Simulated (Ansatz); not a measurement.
Ideal-gas functions of Br$_{2}$H$_{3}$HfNO, SMILES `[NH2][Hf]([OH])([Br])[Br]` at 500 K and 1 bar, from an Ansatz frequency run at PBE0-D4/def2-TZVP.

Molar mass 371.33 g/mol, point group Cs (symmetry number 1), electronic degeneracy 1, moments of inertia 376.018, 760.061, 963.591 u Å². Harmonic wavenumbers (cm⁻¹, unscaled): 64, 97, 103, 131, 165, 230, 239, 241, 274, 294, 480, 512, 651, 725, 1542, 3564, 3658, 4002.

Use S(trans) = R[1.5 ln M + 2.5 ln T − 1.1517]; rotational temperatures θ = 24.2544 K / I; S(rot) = R[ln(√π/σ · √(T³/θAθBθC)) + 1.5]; for each mode x = 1.438777 ν̃/T, S = R[x/(eˣ − 1) − ln(1 − e⁻ˣ)] and H = RT x/(eˣ − 1); 1 cm⁻¹ = 0.0119627 kJ/mol; R = 8.31446 J/(mol·K).

Q: By hand: the entropy, in J/(mol·K).

A: Translation 193.4. Rotation: θ = 0.0645, 0.0319, 0.0252 K, giving 135.8. Vibration, mode by mode: 22.39, 18.95, 18.46, 16.48, 14.59, 11.90, 11.59, 11.52, 10.50, 9.95, 6.26, 5.81, 4.21, 3.56, 0.54, 0.00, 0.00, 0.00, in all 166.7. Electronic 0.0. Sum 495.9 J/(mol·K).

Q: By hand: H − E and G − E in kJ/mol, counted from the electronic energy.

A: Zero-point energy ½ × 16972 × 0.0119627 = 101.5; thermal vibration 38.3; translation, rotation and pV give 4 RT = 16.6. H − E = 156.4 kJ/mol, and G − E = 156.4 − 500 × 495.9/1000 = -91.5 kJ/mol.

Vibration gives 34 % of the entropy, 76.3 J/(mol·K) of it from the modes under 150 cm⁻¹: soft modes count most, and the harmonic formula is weakest for them. The sum counts one conformer and one mirror image; others add a mixing term.
